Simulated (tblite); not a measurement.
Species: C8H10S.
SMILES with atom numbers: `[CH2:1]=[CH:2]/[CH:3]=[CH:4]\[C:5](=[CH2:6])[C:7]([CH3:8])=[S:9]` (hydrogens: H10, H11 on C1; H12 on C2; H13 on C3; H14 on C4; H15, H16 on C6; H17, H18, H19 on C8)

Computed geometry: GFN2-xTB, gas phase.

(1) List the bond lengths, angles and torsions at this level.

Answers

(1) 
```csv
bond,length (Å)
C1=C2,1.330
C2–C3,1.444
C3=C4,1.339
C4–C5,1.467
C5=C6,1.340
C5–C7,1.463
C7–C8,1.493
C7=S9,1.635
C1–H10,1.076
C1–H11,1.078
C2–H12,1.082
C3–H13,1.083
C4–H14,1.082
C6–H15,1.077
C6–H16,1.076
"C8–H17, C8–H18, C8–H19",1.089
```

Bonds in one row agree within 0.01 Å and their mean is given. A selection of angles:
```csv
angle,degrees
C1–C2–C3,123.1
C2–C3–C4,125.7
C3–C4–C5,125.9
C4–C5–C6,120.4
C4–C5–C7,119.5
C6–C5–C7,120.0
C5–C7–C8,118.8
C5–C7–S9,121.1
C8–C7–S9,120.0
```

Dihedral angles: C1–C2–C3–C4 -174° (antiperiplanar); C2–C3–C4–C5 2° (synperiplanar); C3–C4–C5–C6 -138° (anticlinal); C4–C5–C7–C8 32° (synclinal). The mirror-image conformer, all signs reversed, is as good.

The C–C distances run from 1.330 Å (C1=C2, drawn double) to 1.493 Å (C7–C8, drawn single), a spread of 0.163 Å. Of the pairs four or more bonds apart, C7···H12 is among the closest relative to their van der Waals radii: 2.52 Å, 87 % of the sum of Bondi's values.

Point group: C1 (no symmetry element, even within 0.4 Å). GFN2-xTB frequencies show an imaginary mode (84i cm⁻¹), so the point is no minimum at that level. 3 starts were optimised and ended at 0.00, 0.76 and 11.91 kcal/mol (GFN2-xTB); the lowest of these is shown.
